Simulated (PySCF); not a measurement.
Geometry:
| atom | x (Å) | y (Å) | z (Å) |
| --- | --- | --- | --- |
| C1 | 1.251 | 1.918 | 1.076 |
| C2 | 1.804 | 0.841 | 0.549 |
| C3 | 3.166 | 0.303 | 0.369 |
| C4 | 2.712 | -0.806 | -0.257 |
| C5 | 1.309 | -0.388 | -0.143 |
| C6 | 0.151 | -0.916 | -0.512 |
| O7 | -1.051 | -0.291 | -0.271 |
| C8 | -2.180 | -0.904 | -0.678 |
| C9 | -3.382 | -0.071 | -0.327 |
| O10 | -2.202 | -1.965 | -1.240 |
| H11 | 0.184 | 2.057 | 1.066 |
| H12 | 1.848 | 2.691 | 1.533 |
| H13 | 4.136 | 0.672 | 0.640 |
| H14 | 3.170 | -1.677 | -0.684 |
| H15 | 0.078 | -1.869 | -1.024 |
| H16 | -3.299 | 0.905 | -0.799 |
| H17 | -4.284 | -0.572 | -0.665 |
| H18 | -3.420 | 0.076 | 0.750 |

Averaged over atoms made equivalent by symmetry, fast rotation or ring inversion, no solvent, non-relativistic Hamiltonian, one computed conformer. Coordinates at the GFN2-xTB level; GIAO PBE0/pcSseg-1 shieldings; PySCF.

**Question.** Predict the 2D correlation tables (HSQC, COSY, HMBC).

**Answer.** 

HSQC (one-bond C–H):
```
                δH          δC
        7.65 (H15)  128.1 (C6)
        7.07 (H14)  151.1 (C4)
        6.90 (H13)  150.5 (C3)
        5.34 (H11)  105.7 (C1)
        5.15 (H12)  105.7 (C1)
2.20 (H16/H17/H18)   23.2 (C9)
```

COSY cross peaks (H two or three bonds apart, from the bond graph; peaks can be absent where the dihedral angle is near 90°):
```
        δH          δH
7.07 (H14)  6.90 (H13)
5.34 (H11)  5.15 (H12)
```

HMBC (two and three bonds, from the bond graph):
```
                δH                                              δC
        7.65 (H15)  172.4 (C8), 152.7 (C2), 151.1 (C4), 133.1 (C5)
        7.07 (H14)  152.7 (C2), 150.5 (C3), 133.1 (C5), 128.1 (C6)
        6.90 (H13)  152.7 (C2), 151.1 (C4), 133.1 (C5), 105.7 (C1)
        5.34 (H11)              152.7 (C2), 150.5 (C3), 133.1 (C5)
        5.15 (H12)              152.7 (C2), 150.5 (C3), 133.1 (C5)
2.20 (H16/H17/H18)                                      172.4 (C8)
```

Scale: $^{1}$H (σref 31.72) and $^{13}$C (σref 186.93) against TMS (reference shieldings calculated alike).

Shifts are as computed. Against solution values, carbons near 30 ppm lie about +3 ppm off and those near 130 ppm about +5 ppm. Of 1211 compounds with measured shifts, 218 miss one by over three times the rms of a fit or turn the order of signals round; such compounds aren't used in these exercises.
